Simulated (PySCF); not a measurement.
H2Zn, triplet, geometry from GFN2-xTB (such geometries of metal compounds can be far from the true shape) (a higher spin typed on purpose: for a closed-shell molecule this is an excited state); BHANDHLYP/def2-SVPD run with PySCF.

Here is a job for PySCF.
```python
from pyscf import gto, scf, dft

mol = gto.Mole()
mol.atom = '''
    Zn    0.00700298    0.00572522    0.09593080
    H     0.06721488   -1.18648772   -1.38585186
    H    -0.27730424    1.01473107   -1.49207223
'''
mol.basis = 'def2-svpd'
mol.spin = 2
mol.verbose = 4
mol.build()

mf = dft.UKS(mol)
mf.xc = 'bhandhlyp'
mf.kernel()
```

Q: Write the output that PySCF gives for this input, abridged.

A: 
```
PySCF version 2.14.0

[INPUT] verbose = 4
[INPUT] num. atoms = 3
[INPUT] num. electrons = 32
[INPUT] charge = 0
[INPUT] spin (= nelec alpha-beta = 2S) = 2
[INPUT] symmetry False subgroup None
[INPUT] Mole.unit = angstrom
[INPUT] Symbol           X                Y                Z      unit          X                Y                Z       unit  Magmom
[INPUT]  1 Zn     0.007002980000   0.005725220000   0.095930800000 AA    0.013233714256   0.010819097803   0.181282938910 Bohr   0.0
[INPUT]  2 H      0.067214880000  -1.186487720000  -1.385851860000 AA    0.127017714696  -2.242136840960  -2.618880464619 Bohr   0.0
[INPUT]  3 H     -0.277304240000   1.014731070000  -1.492072230000 AA   -0.524029066781   1.917563812387  -2.819607872769 Bohr   0.0

nuclear repulsion = 16.9234427525158
number of shells = 20
number of NR pGTOs = 96
number of NR cGTOs = 50
basis = def2-svpd
ecp = {}

******** <class 'pyscf.dft.uks.UKS'> ********
method = UKS
initial guess = minao
damping factor = 0
level_shift factor = 0
DIIS = <class 'pyscf.scf.diis.CDIIS'>
diis_start_cycle = 1
diis_space = 8
diis_damp = 0
SCF conv_tol = 1e-09
SCF conv_tol_grad = None
SCF max_cycles = 50
direct_scf = True
direct_scf_tol = 1e-13
number electrons alpha = 17  beta = 15
XC library pyscf.dft.libxc version 7.1.2
    S. Lehtola, C. Steigemann, M. J. T. Oliveira, and M. A. L. Marques,  SoftwareX 7, 1–5 (2018)
XC functionals = bhandhlyp
    A. D. Becke,  J. Chem. Phys. 98, 1372 (1993)
    Defined through Gaussian implementation.
radial grids:
    Treutler-Ahlrichs [JCP 102, 346 (1995); DOI:10.1063/1.469408] (M4) radial grids

becke partition: Becke, JCP 88, 2547 (1988); DOI:10.1063/1.454033
pruning grids: <function nwchem_prune>
grids dens level: 3
symmetrized grids: False
atomic radii adjust function: <function treutler_atomic_radii_adjust>
small_rho_cutoff = 0
Set gradient conv threshold to 3.16228e-05
tot grids = 40256
init E= -1779.60622587707

cycle= 1 E= -1780.13460639138  delta_E= -0.528  |g|= 0.133  |ddm|= 1.02
cycle= 2 E= -1780.14320159061  delta_E= -0.0086  |g|= 0.14  |ddm|= 0.289
cycle= 3 E= -1780.14824126669  delta_E= -0.00504  |g|= 0.017  |ddm|= 0.0897
cycle= 4 E= -1780.1487384294  delta_E= -0.000497  |g|= 0.00258  |ddm|= 0.0566
cycle= 5 E= -1780.14874891886  delta_E= -1.05e-05  |g|= 0.000574  |ddm|= 0.00797
cycle= 6 E= -1780.14874984172  delta_E= -9.23e-07  |g|= 0.000197  |ddm|= 0.00254
cycle= 7 E= -1780.14874997616  delta_E= -1.34e-07  |g|= 6.06e-05  |ddm|= 0.00105
cycle= 8 E= -1780.14874998859  delta_E= -1.24e-08  |g|= 1.21e-05  |ddm|= 0.000319
cycle= 9 E= -1780.14874998903  delta_E= -4.34e-10  |g|= 1.64e-06  |ddm|= 6.03e-05
Extra cycle  E= -1780.14874998904  delta_E= -1.23e-11  |g|= 6.24e-07  |ddm|= 5.14e-06
converged SCF energy = -1780.14874998904  <S^2> = 2.024982  2S+1 = 3.0166087
```
